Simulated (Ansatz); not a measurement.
Ansatz (a program for electronic structure) input (RPA@PBE/cc-pV(Q+d)Z):
A basis named .json is the Basis Set Exchange file of that set.

Ansatz 0.2 input:
```yaml
crystal:
  periodic: [false, false, false]
  atoms:
    - {symbol: N, position_ang: [0.65344745, 1.98905166, -0.47364611]}
    - {symbol: Si, position_ang: [0.96989140, 0.35039321, -0.89829497]}
    - {symbol: Si, position_ang: [-0.21275913, -0.90175044, 0.75931696]}
    - {symbol: N, position_ang: [-1.92263072, -0.68297865, 0.77339968]}
    - {symbol: H, position_ang: [-0.20111645, 2.37936958, -0.87333981]}
    - {symbol: H, position_ang: [2.42023937, 0.06815359, -0.76896661]}
    - {symbol: H, position_ang: [0.50688910, -0.09778802, -2.24408674]}
    - {symbol: H, position_ang: [0.32155209, -0.52163074, 2.08625227]}
    - {symbol: H, position_ang: [0.05705839, -2.33566076, 0.48183652]}
    - {symbol: H, position_ang: [-2.32357994, 0.17767682, 1.11183652]}
    - {symbol: H, position_ang: [-2.49661146, -1.09363014, 0.05388507]}
basis:
  gaussian:
    orbitals: cc-pV_Q+d_Z.json
hamiltonian:
  xc: pbe
magnetization: {spin_polarized: true, initial_magnetization: 1}
correlation: {method: rpa, electrons: outside_noble_gas}
```

End of the output:

```
integrals: 2.63 GiB planned
2649 factors; integrals over basis functions are off by at most 8.5e-4 eV
0.60 GiB of the device are held for the grids
3.85 GiB of device memory are held for the factors and their scratch space
mean field: 4.55 GiB planned
mean field evaluation 1: about -18817.4946 eV, gradient 7.3e1 eV
mean field evaluation 2: about -18817.4937 eV, gradient 7.3e1 eV
mean field evaluation 4: about -18825.9639 eV, gradient 4.3e1 eV
mean field evaluation 8: about -18838.9649 eV, gradient 1.2e0 eV
mean field evaluation 16: about -18838.9719 eV, gradient 1.8e-3 eV
mean field evaluation 32: about -18796.4069 eV, gradient 5.9e1 eV
mean field -18838.97192818 eV, -692.3194488469 hartree, gradient 6.2e-6 eV, S^2 0.754803; 1 other end points of the search recorded, 0 dependent functions left out
12 core orbitals not correlated
reference -18799.04474331 eV, -690.8521518664 hartree; 13, 12 occupied and 423, 424 virtual orbitals, 2649 factors
Total energy: -18832.97563478 eV, -692.0990891289 hartree
```

It need not be the lowest isomer of its formula.
